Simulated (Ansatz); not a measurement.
Basis-set extrapolation for C2H5AlFN (`N/C=[CH]/[AlH][F]`) (PBE0-D4/def2-TZVP geometry, frozen core, the Gaussian-basis code of Ansatz). Multiplicity 1, RHF reference.

```json
{"": "HF", "def2-TZVPP": "-474.626785", "def2-QZVPP": "-474.645269"}
{"": "MP2 correlation", "def2-TZVPP": "-0.860152", "def2-QZVPP": "-0.926870"}
{"": "CCSD(T) correlation", "def2-TZVPP": "-0.922571", "def2-QZVPP": "not run"}
```

Energies in hartree. Use E(X) = E(∞) + A·exp(−7.88·√X) for Hartree–Fock and E(X) = E(∞) + B·X^(−2.97) for correlation, with X = 3 and 4, and add CCSD(T) minus MP2 of the smaller set to the MP2 limit.

Task: What is the CCSD(T) energy at the basis-set limit?

Result: HF limit: -474.645269 + (-0.018484) × 0.13774 = -474.64781. MP2 limit: -0.926870 + (-0.066718) × 0.74074 = -0.97629. Higher-order term: -0.922571 − (-0.860152) = -0.06242. Total: -475.68652 hartree, 360.1 kJ/mol below CCSD(T)/def2-TZVPP.
